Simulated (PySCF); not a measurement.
B(All)(F)(OH) (C3H6BFO), SMILES C(CB(O)F)=C. The structure is a stationary point at PBE-D3(BJ)/def2-SVP. Other conformers were not sampled.

Computed equilibrium geometry at PBE-D3(BJ)/def2-SVP (PySCF confirms it by a frequency run) as Cartesian coordinates in Å (one conformer of several):
```xyz
12

B      0.5194     0.5400     0.6587
C      0.3234    -0.9668     0.1741
C     -0.9611    -1.1364    -0.5810
C     -1.1297    -0.9107    -1.9004
H      0.3946    -1.6507     1.0445
H      1.2012    -1.1909    -0.4744
H     -1.8522    -1.3887     0.0234
H     -0.2768    -0.6650    -2.5569
H     -2.1180    -0.9975    -2.3775
F      1.3873     0.8211     1.6427
O     -0.1360     1.5808     0.0892
H     -0.7386     1.2401    -0.6062
```
